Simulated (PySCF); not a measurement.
C3H13N2Si2 (doublet state).
Z-matrix (Å and degrees, GFN2-xTB geometry), rows numbered from 1:
```
C 
N   1  1.4040
Si  2  1.6610  1  134.40
C   3  1.9495  2  104.30  1  -102.66
C   4  1.5029  3  110.42  2  -168.48
Si  5  1.9096  4  111.74  3  -179.43
N   6  1.7221  5  105.00  4  -173.61
H   1  1.0966  2  114.65  3   -28.10
H   1  1.0983  2  109.81  3    93.57
H   1  1.0956  2  108.50  3  -150.62
H   3  1.4642  2  106.25  1   145.76
H   3  1.4750  2  123.99  1    16.27
H   4  1.0856  3  107.54  2   -46.97
H   4  1.0876  3  108.11  2    69.54
H   5  1.0913  4  110.10  3   -57.89
H   5  1.0899  4  109.95  3    59.71
H   6  1.4620  5  112.05  4   -59.26
H   6  1.4737  5  108.23  4    62.03
H   7  1.0064  6  119.08  5   176.72
H   7  1.0073  6  119.51  5   -43.67
```

The hyperfine couplings belong to this conformer and change with its torsions.

Identity: `C[N][SiH2]CC[SiH2]N` [radical].

Theory: UKS B3LYP, pcH-1 on C H N Si, non-relativistic, mean-field spin-orbit, GIAO in PySCF. Geometry: GFN2-xTB, one conformer, isolated molecule. Couplings are sensitive to structure, and on GFN2-xTB geometries they can be far from those on DFT ones. Stability of the SCF solution: not tested.

(1) Where do the isotropic ENDOR lines of N2, N7, H8/H9/H10, H11/H12, H13/H14, H15/H16 and H19/H20 fall at 3339.1 mT, to first order?

(2) Which pairs are centred on the nuclear Larmor frequency, and which on half the coupling?

(3) At what field would the lower line of N7 fall to zero frequency?

Answers

(1) For S = 1/2 in fast tumbling each set of equivalent nuclei gives two lines, ν± = |νn ± a/2| to first order, with νn = g_N μN B/h and μN/h = 7.62259 MHz/T.

| nuclei | isotope | g_N | νn (MHz) | a_iso (MHz) | lower line (MHz) | upper line (MHz) |
| --- | --- | --- | --- | --- | --- | --- |
| N2 | 14N | 0.4038 | 10.28 | 28.88 | 4.17 | 24.72 |
| N7 | 14N | 0.4038 | 10.28 | 1.37 | 9.59 | 10.96 |
| H8/H9/H10 | 1H | 5.5857 | 142.17 | 94.98 | 94.68 | 189.66 |
| H11/H12 | 1H | 5.5857 | 142.17 | 29.96 | 127.19 | 157.15 |
| H13/H14 | 1H | 5.5857 | 142.17 | -5.94 | 139.20 | 145.14 |
| H15/H16 | 1H | 5.5857 | 142.17 | 1.14 | 141.60 | 142.74 |
| H19/H20 | 1H | 5.5857 | 142.17 | 0.91 | 141.72 | 142.63 |

(2) Centred on νn, since |a| < 2νn: N7, H8/H9/H10, H11/H12, H13/H14, H15/H16 and H19/H20. Centred on |a|/2 and split by 2νn: N2.

(3) Where νn = |a|/2, that is B = 0.68 MHz/(0.4038 × 7.62259 MHz/T) = 222 mT, as far as first order holds there.

Class means assume fast exchange of nuclei equivalent by connectivity; if that motion is slow, each nucleus keeps its own coupling. The three 1H nuclei of mean +95.0 MHz run from 17.9 to 185.6 MHz in the frozen geometry. The 1H value of +30.0 MHz is a mean of couplings from -2.2 to 62.1 MHz in this one geometry, not an average over conformers.

Largest spin populations (Mulliken): N2 (+0.85), C4 (+0.09), H9 (+0.08) and C1 (-0.06). No atom but N2 exceeds +0.15.
